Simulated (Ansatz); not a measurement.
```xyz
8

O    -1.102    1.049   -1.269
Si   -0.695    0.097    0.021
N     0.823   -0.739   -0.106
Al    1.208    0.314    1.288
H    -1.990    0.933   -1.609
H    -1.897   -0.761    0.265
H     1.147   -1.445   -0.753
H     2.505    0.552    2.164
```

Charge 0, multiplicity 1.

**Question.** List the PBE/def2-TZVPP orbital energies in eV (Ansatz 0.2.0). (An estimate is asked.)

**Answer.** Computed: Occupied: -1779.86, -1506.50, -510.13, -379.83, -137.46, -106.79, -94.21, -94.20, -94.17, -68.87, -68.71, -68.65, -24.85, -20.14, -13.63, -12.27, -10.59, -9.25, -8.21, -8.08, -7.30, -6.63, -5.25. Lowest empty: -1.78, -1.30, -0.42, 0.01, 1.09, 1.67, 1.87, 1.99.
